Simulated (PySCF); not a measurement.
# Magnetic susceptibility: SMILES O=S(C)(=O)CC(F)F, C3H6F2O2S

Cartesian coordinates in Å; atom numbers follow the order of the lines, from 1:
```xyz
14

C    -1.8147    0.4857   -0.0331
S    -0.6862   -0.9106   -0.2315
O    -0.5222   -1.5831    1.0247
O    -1.1024   -1.6829   -1.3643
C     0.9380   -0.1560   -0.6464
C     1.5907    0.2961    0.6358
F     0.9091    1.3472    1.1601
F     2.8499    0.7465    0.4220
H    -1.4451    1.1246    0.7575
H    -2.7821    0.0766    0.2317
H    -1.8733    1.0056   -0.9801
H     0.7790    0.6754   -1.3282
H     1.5342   -0.9282   -1.1253
H     1.6245   -0.4973    1.3952
```

Computed with GIAO HF/pcSseg-1 magnetisability, rotational g tensor and spin-rotation constants, non-relativistic, gas phase (PySCF 2.14.0). Geometry: GFN2-xTB.

Q: What are the magnetisability and the molar susceptibility?

A: Isotropic -1185 × 10⁻³⁰ J/T², or -71.4 × 10⁻⁶ cm³/mol; principal values -1234, -1184, -1136 × 10⁻³⁰ J/T², anisotropy 85 × 10⁻³⁰ J/T² (root of half the summed squared differences of the principal values). The susceptibility is in cgs units.

Q: Split it along the inertial axes a, b, c into diamagnetic and paramagnetic parts about the centre of mass, with the quadrupole moment.

A: 
| axis | χ (10⁻⁶ cm³/mol) | diamagnetic (10⁻⁶ cm³/mol) | paramagnetic (10⁻⁶ cm³/mol) | summed x² of all electrons (Å²) | quadrupole Θ (D Å) |
| --- | --- | --- | --- | --- | --- |
| a | -71.5 | -467.5 | 396.0 | 211.3 | -12.40 |
| b | -74.0 | -1081.6 | 1007.6 | 66.5 | +8.89 |
| c | -68.6 | -1178.6 | 1110.0 | 43.7 | +3.50 |

Anisotropies 2χaa − χbb − χcc = -0.4 and 2χbb − χaa − χcc = -7.9 × 10⁻⁶ cm³/mol. Θ is traceless in Buckingham's convention.

Q: And the rotational g tensor?

A: 
```
axis  rotational constant (GHz)        g  nuclear part  electronic part
   a                     3.2336  -0.0341        0.5676          -0.6017
   b                     1.1173  -0.0170        0.5118          -0.5289
   c                     1.0208  -0.0167        0.5157          -0.5323
```
Asymmetric top; isotopes 12C, 19F, 1H, 16O, 32S; no vibrational averaging.
